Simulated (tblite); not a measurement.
Isomers of C5H10NP. Calculated harmonic vibrations of the isolated species, GFN2-xTB (tblite), most abundant isotopes, no scaling. Against measured fundamentals such values can be off by several per cent, at times by over 20. One conformer each.

Electronic energies: GFN2-xTB at the same geometries; isomer energies are rough at this level and their order can be wrong.

```json
{"SMILES": "CC(C)(C)NC#P", "electronic energy, lowest = 0 (kJ/mol)": "92.7"}
{"SMILES": "CCP(C)CC#N", "electronic energy, lowest = 0 (kJ/mol)": "92.4"}
{"SMILES": "N=P1(C2CC2)CC1", "electronic energy, lowest = 0 (kJ/mol)": "196.0"}
{"SMILES": "C#CCP(N)CC", "electronic energy, lowest = 0 (kJ/mol)": "156.8"}
{"SMILES": "CCP1(=NC)C=C1", "electronic energy, lowest = 0 (kJ/mol)": "294.1"}
{"SMILES": "CC1=CP(N)CC1", "electronic energy, lowest = 0 (kJ/mol)": "0.0"}
```

**Question.** How do GFN2-xTB zero-point energies change the relative energies?

**Answer.** 
| SMILES | ZPE (kJ/mol) | of it from modes above 1550 cm⁻¹ | electronic (kJ/mol) | with ZPE, lowest = 0 (kJ/mol) | lowest mode (cm⁻¹) | rings |
| --- | --- | --- | --- | --- | --- | --- |
| CC1=CP(N)CC1 | 368.5 | 193.9 | 0.0 | 0.0 | 77 | 1 |
| CCP(C)CC#N | 361.3 | 192.8 | 92.4 | 85.3 | 51 | 0 |
| CC(C)(C)NC#P | 371.5 | 194.5 | 92.7 | 95.7 | 40 | 0 |
| C#CCP(N)CC | 358.7 | 198.8 | 156.8 | 147.0 | 49 | 0 |
| N=P1(C2CC2)CC1 | 363.2 | 185.3 | 196.0 | 190.7 | 66 | 2 |
| CCP1(=NC)C=C1 | 357.3 | 188.8 | 294.1 | 283.0 | 10i | 1 |

The zero-point energies span 14.2 kJ/mol, from `CCP1(=NC)C=C1` to `CC(C)(C)NC#P`. Slightly imaginary modes are left out of the zero-point energy: `CCP1(=NC)C=C1` 9.5i cm⁻¹. The order is unchanged.

**Question.** What do entropy and thermal enthalpy add at 298.15 K and 1 bar (rigid rotor, harmonic oscillator, one conformer each)?

**Answer.** 
```json
{"SMILES": "CC1=CP(N)CC1", "point group": "C1", "symmetry number": "1", "S (J/(mol K))": "372.7", "H − H(0) (kJ/mol)": "24.73", "ZPE + H − H(0) − TS (kJ/mol)": "282.1"}
{"SMILES": "CCP(C)CC#N", "point group": "C1", "symmetry number": "1", "S (J/(mol K))": "402.6", "H − H(0) (kJ/mol)": "27.99", "ZPE + H − H(0) − TS (kJ/mol)": "269.3"}
{"SMILES": "CC(C)(C)NC#P", "point group": "C1", "symmetry number": "1", "S (J/(mol K))": "391.2", "H − H(0) (kJ/mol)": "26.80", "ZPE + H − H(0) − TS (kJ/mol)": "281.7"}
{"SMILES": "C#CCP(N)CC", "point group": "C1", "symmetry number": "1", "S (J/(mol K))": "407.3", "H − H(0) (kJ/mol)": "28.86", "ZPE + H − H(0) − TS (kJ/mol)": "266.1"}
{"SMILES": "N=P1(C2CC2)CC1", "point group": "C1", "symmetry number": "1", "S (J/(mol K))": "368.0", "H − H(0) (kJ/mol)": "24.20", "ZPE + H − H(0) − TS (kJ/mol)": "277.7"}
```

Not tabulated: `CCP1(=NC)C=C1` (lowest mode only 10i cm⁻¹).
